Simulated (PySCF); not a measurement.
C$_{4}$H$_{11}$O$_{2}$ (SMILES COCC(C)[OH2+]), charge +1, singlet, at the geometry of the source list. Base run: PySCF with B3LYP/6-31G.

Geometry (Å):
```xyz
17

C      1.9306    -0.0873    -1.5673
O      0.6335    -0.0139    -0.9759
C      0.5785     0.5649     0.3272
C     -0.5975    -0.1608     1.0279
C     -1.9271     0.5304     0.8150
O     -0.5946    -1.4794     0.3933
H      2.6219    -0.6465    -0.9334
H      1.8038    -0.5950    -2.5206
H      2.3180     0.9165    -1.7401
H      0.3953     1.6388     0.2601
H      1.5186     0.3925     0.8596
H     -0.3925    -0.3093     2.0905
H     -2.1073     0.7108    -0.2424
H     -1.9287     1.4867     1.3263
H     -2.7427    -0.0582     1.2264
H     -1.5024    -1.7509     0.1671
H     -0.0075    -1.1395    -0.5136
```
Charge +1, spin multiplicity 1.
All else is at PySCF's defaults.

The base run was repeated with changes; each row names its change, and settings that it needs were set with it.

```tsv
change	E (Eh)	HOMO (eV)	HOMO-LUMO gap (eV)	core-seconds (rough)	outcome
base	-309.10880	-13.25	8.95	6	converged
functional = b3lyp5	-308.92442	-13.16	8.94	6	converged
functional = wb97x_v	-	-	-	-	cut at the time limit
functional = camb3lyp	-308.95648	-14.95	12.07	20	converged
functional = x3lyp	…	…	…	7	converged
functional = b97m_v	-	-	-	-	cut at the time limit
functional = m06l	…	…	…	10	converged
functional = tpssh	…	…	…	10	converged
functional = bp86	-309.10882	-11.97	6.88	6	converged
functional = tpss	-309.15760	-12.01	7.19	20	converged
functional = pw91,pw91	-308.98856	-11.92	6.75	7	converged
functional = o3lyp	-308.99633	-12.64	8.09	6	converged
functional = blyp; dispersion = d4	-309.00282	-11.74	6.72	7	converged
```

### Question
Complete the blanks.

### Answer

- functional = x3lyp, E (Eh): -308.96666
- functional = x3lyp, HOMO (eV): -13.32
- functional = x3lyp, HOMO-LUMO gap (eV): 9.09
- functional = m06l, E (Eh): -309.06035
- functional = m06l, HOMO (eV): -12.18
- functional = m06l, HOMO-LUMO gap (eV): 7.68
- functional = tpssh, E (Eh): -309.12381
- functional = tpssh, HOMO (eV): -12.67
- functional = tpssh, HOMO-LUMO gap (eV): 8.27

Totals shift with the method and basis; they matter in differences.
